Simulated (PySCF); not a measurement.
Vertical excitation energies

Compound: TMS-CHF2, C4H10F2Si.
Geometry (GFN2-xTB, Å), atoms numbered from 1 in this order:
```
atom  x, y, z in Å
C1     1.6404   -0.8468   -0.5302
Si2   -0.0375   -0.0750   -0.0837
C3    -1.2429   -1.3284    0.6875
C4    -0.8146    0.8885   -1.5282
C5     0.3211    1.2476    1.3087
F6     1.2027    2.1924    0.8684
F7     0.9121    0.6669    2.3936
H8     2.0969   -1.3174    0.3364
H9     1.5390   -1.6031   -1.3028
H10    2.3321   -0.0918   -0.8940
H11   -1.4914   -2.1133   -0.0195
H12   -2.1730   -0.8574    0.9934
H13   -0.8118   -1.8019    1.5648
H14   -1.0394    0.2275   -2.3591
H15   -1.7418    1.3737   -1.2364
H16   -0.1424    1.6594   -1.8940
H17   -0.5566    1.7913    1.6852
```

Theory: PySCF, TDDFT wB97X-D/def2-SVPD, vertical, gas phase, core orbitals frozen in the response.

**Question.** What does the calculation give for the low-lying excited states?

**Answer.** 

| state | E (eV) | λ (nm) | f | \|μ\| (D) | main configurations (H = HOMO, L = LUMO) |
| --- | --- | --- | --- | --- | --- |
| S1 | 8.16 | 151.9 | 0.036 | 1.08 | H→L (64%), H→L+3 (25%) |
| S2 | 8.21 | 151.1 | 0.020 | 0.80 | H→L+1 (69%), H→L+5 (20%) |
| S3 | 8.49 | 146.0 | 0.020 | 0.79 | H→L+2 (60%), H→L (16%) |
| S4 | 8.71 | 142.4 | 0.112 | 1.84 | H-2→L (86%) |
| S5 | 8.73 | 142.0 | 0.087 | 1.62 | H-1→L (73%) |
| S6 | 8.90 | 139.4 | 0.047 | 1.18 | H→L+3 (52%), H→L+2 (12%), H→L (10%) |
| S7 | 9.42 | 131.7 | 0.010 | 0.54 | H-1→L+1 (70%) |
| S8 | 9.42 | 131.6 | 0.035 | 0.99 | H-2→L+1 (74%) |

Triplets, Tamm–Dancoff:

```tsv
state	E (eV)	λ (nm)	main configurations (H = HOMO, L = LUMO)
T1	7.65	162.1	H→L+1 (56%), H→L+5 (26%)
T2	7.83	158.4	H→L+3 (31%), H→L+2 (31%), H→L (17%)
T3	8.23	150.7	H→L (58%), H→L+2 (20%)
```

The lowest singlet lies at 8.16 eV (152 nm, vacuum ultraviolet) and is of moderate strength; its leading configuration is HOMO→LUMO (64%). The most intense listed level is S4 at 8.71 eV (142 nm, f = 0.112), 0.55 eV above S1. S7/S8 lie within about 0.01 eV of each other. Löwdin shares by element: HOMO fluorine 32%, carbon 28% or more, silicon 16% (atoms not listed hold the other 24%); LUMO carbon 31% or more, silicon 19% (atoms not listed hold the other 50%). The listed states span 1.26 eV, and the widest gap between neighbours is 0.52 eV (S6 to S7). Orbital energies (eV): HOMO-3 -12.90, HOMO-2 -10.84, HOMO-1 -10.81, HOMO -9.98, LUMO 2.05, LUMO+1 2.72, LUMO+2 2.82. Weighted by f, the mean energy of these states is 8.73 eV. The window holds the lowest 8 singlets.
